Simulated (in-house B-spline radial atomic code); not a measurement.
Relativistic effects in the antimony ion Sb²³⁺, [Ar] 3d10: non-relativistic Hartree-Fock (point nucleus) against Dirac-Hartree-Fock (Fermi nucleus of rms radius 4.6802 fm), both averages of the configuration, computed with a B-spline radial code for spherical atoms.

```tsv
orbital	ε NR (Eh)	ε Dirac (Eh)	<r> NR (bohr)	<r> Dirac (bohr)	change of <r> (%)
1s1/2	-1111.8	-1153.5	0.02981	0.02841	-4.7
2s1/2	-190.21	?	0.1283	?	?
2p1/2	-179.59	-189.03	0.1095	0.1032	-5.8
2p3/2	-179.59	?	0.1095	?	?
3s1/2	-57.583	-59.998	0.3369	0.3241	-3.8
3p1/2	-53.128	-55.225	0.3272	0.3143	-3.9
3p3/2	-53.128	-53.393	0.3272	0.3244	-0.8
3d3/2	-45.062	-45.17	0.2965	0.294	-0.8
3d5/2	-45.062	-44.789	0.2965	0.2973	+0.3
```

Task: What happens to 2p3/2?

Result: Its energy goes to -179.7 hartree and <r> to 0.1086 bohr (-0.88 %).

Task: What happens to 2s1/2?

Result: Its energy goes to -200.65 hartree and <r> to 0.1218 bohr (-5.02 %).

Task: What explains the pattern of contraction and expansion?

Result: Expansion is seen in 3d5/2. The s and p1/2 orbitals contract directly, screen the nucleus better, and so push out orbitals that have little density near the nucleus; spin-orbit coupling adds to this for j = l + 1/2 and opposes it for j = l - 1/2.

Task: By how much does the total energy change?

Result: By -164.94 hartree, from -6076.224 to -6241.166.
